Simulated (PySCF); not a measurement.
**How methods differ on the ionisation energy of Tl⁷⁶⁺**

Tl⁷⁶⁺ [He] 2s2 2p1 [2p1/2^1, M_J = 1/2] → Tl⁷⁷⁺ [He] 2s2, as a difference of total energies. All numbers are calculated (PySCF 2.14, the two-component X2C-1e Hamiltonian, in an even-tempered Gaussian basis (16 s from 67 bohr⁻², ratio 2.4; 13 p from 87 bohr⁻², ratio 2.4; 5 d from 280 bohr⁻², ratio 2.6; 4 f from 420 bohr⁻², ratio 2.6)). Correlated levels: nothing frozen; the 28 highest virtual spinors dropped. "Screened" scales the spin-orbit matrix elements by Boettger's factors to mimic the two-electron term; Breit and QED terms are absent.

```json
{"method": "GHF (spin-free)", "ionisation energy (eV)": "21661.4"}
{"method": "GMP2 (spin-free)", "ionisation energy (eV)": "21661.4"}
{"method": "GHF (screened spin-orbit)", "ionisation energy (eV)": "23283.9"}
{"method": "GMP2 (screened spin-orbit)", "ionisation energy (eV)": "23281.1"}
```

How much does correlation contribute at GMP2 (screened spin-orbit)?

23281.1 − (23283.9) = -2.8 eV, measured against GHF (screened spin-orbit).

For this ion Breit and QED terms and the two-electron picture change, all absent here, outweigh the correlation shift from GHF to GMP2.

The spin-free rows lack the spin-orbit shift.

For comparison: 23250 ± 110 eV (theoretical estimate listed by NIST; NIST Atomic Spectra Database, ionization energies).
